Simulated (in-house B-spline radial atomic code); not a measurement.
How numerical settings move a run on Sc6+, [Ne] 3s2 3p3. Computed with a B-spline radial code for spherical atoms: non-relativistic BP86, spherical fractional occupations, point nucleus.

Command:
```bash
python run_scf.py task.json out
```
Settings of the sound reference run:
```
Z                21
electrons        15
configuration    [Ne] 3s2 3p3
hamiltonian      nr
method           b88,p86
spin_polarised   False
knot_spacing     0.22
spline_order     8
gauss_points     12
box_radius       8.96
max_iterations   70
damping          0.5
damped_steps     3
diis_vectors     10
tolerance        1e-08
start            Thomas-Fermi
```

Run time, properties included: 0.14 s on 1 thread of Arm Neoverse V1 (shared host).

It converges in 8 iterations to -748.738245 hartree, with 3p at -123.995 eV. The other runs change the listed settings, some to values that make no sense; their results aren't properties of the atom or ion. Radii are in bohr (the nuclear one in fm), a minus after a letter asks for a j subshell, and «unchanged» means within 1e-8 hartree. The run stops when the residual is below 10 × tolerance × max(1, Z/10), or a noise floor if that is larger, and the energy moves by less than 1e-8 × √|E| hartree; so very loose and very tight tolerances often act alike.

| changed settings | outcome |
| --- | --- |
| diis_vectors = 0 | converged in 19 iterations, energy unchanged, 3p level +2.8e-07 eV |
| first_knot = 0.000476 | converged in 8 iterations, energy -2.34e-06 hartree from the reference, 3p level -1.1e-05 eV |
| diis_vectors = 2 | converged in 9 iterations, energy unchanged, 3p level -9.6e-07 eV |
| diis_vectors = 20 | converged in 8 iterations, energy unchanged |
| box_radius = 1.34 | converged in 8 iterations, energy +8.34e+00 hartree from the reference, 3p level +6.5e+01 eV (the program warns: 3p reaches the box edge; 2s reaches the box edge) |
| first_knot = 0.0143 | converged in 8 iterations, energy -9.55e-07 hartree from the reference, 3p level -1.4e-06 eV |
| spline_order = 4, max_iterations = 50, damping = 0.95, tolerance = 1e-05, start = bare nucleus | converged in 9 iterations, energy +2.45e-04 hartree from the reference, 3p level -5.5e-05 eV |
| first_knot = 0.143 | converged in 8 iterations, energy +1.14e-03 hartree from the reference, 3p level -2.6e-05 eV |
| gauss_points = 8, box_radius = 1.79, max_iterations = 60, damping = 0.95, start = bare nucleus | converged in 9 iterations, energy +1.43e+00 hartree from the reference, 3p level +1.4e+01 eV (the program warns: 3p reaches the box edge; 2s reaches the box edge) |
| box_radius = 0.54 | converged in 7 iterations, energy +3.08e+02 hartree from the reference, 3p level +1.5e+03 eV (the program warns: 3p has a positive eigenvalue: unbound, held by the box; 3s has a positive eigenvalue: unbound, held by the box) |
| box_radius = 2.69 | converged in 8 iterations, energy +3.13e-02 hartree from the reference, 3p level +5.7e-01 eV (the program warns: 3p reaches the box edge; 3s reaches the box edge) |
| first_knot = 4.76e-06 | converged in 7 iterations, energy +1.22e-07 hartree from the reference, 3p level +1.8e-04 eV |
| first_knot = 4.76e-05 | converged in 7 iterations, energy -6.32e-07 hartree from the reference, 3p level +1.7e-04 eV |
| hamiltonian = dirac, method = hf, nucleus = fermi, rms_radius = 3.5459, mass_number = 45, atomic_mass = 44.95591, speed_of_light = 10.49696 | stopped with error: Z/c is past the critical charge |
| spline_order = 3, max_iterations = 3 | not converged after 3 iterations, last residual 6.6e-02, last energy +5.77e-02 hartree from the reference |
| box_radius = 17.92 | converged in 8 iterations, energy +4.85e-08 hartree from the reference, 3p level +1.7e-06 eV |
| diis_vectors = 1 | converged in 15 iterations, energy unchanged, 3p level -1.6e-06 eV |
| box_radius = 35.84 | converged in 8 iterations, energy +5.37e-08 hartree from the reference, 3p level +1.9e-06 eV |

**Question.** What happens with box_radius = 4.48?

**Answer.** Converged in 8 iterations, energy +4.84e-06 hartree from the reference, 3p level +1.9e-04 eV (the program warns: 3p reaches the box edge; 3s reaches the box edge).

**Question.** What happens with box_radius = 1.79?

**Answer.** Converged in 8 iterations, energy +1.43e+00 hartree from the reference, 3p level +1.4e+01 eV (the program warns: 3p reaches the box edge; 2s reaches the box edge).

**Question.** What happens with first_knot = 0.00476?

**Answer.** Converged in 8 iterations, energy -9.57e-07 hartree from the reference, 3p level -1.4e-06 eV.

**Question.** What happens with box_radius = 0.36?

**Answer.** Converged in 7 iterations, energy +1.03e+03 hartree from the reference, 3p level +4.3e+03 eV (the program warns: 3p has a positive eigenvalue: unbound, held by the box; 2s has a positive eigenvalue: unbound, held by the box).
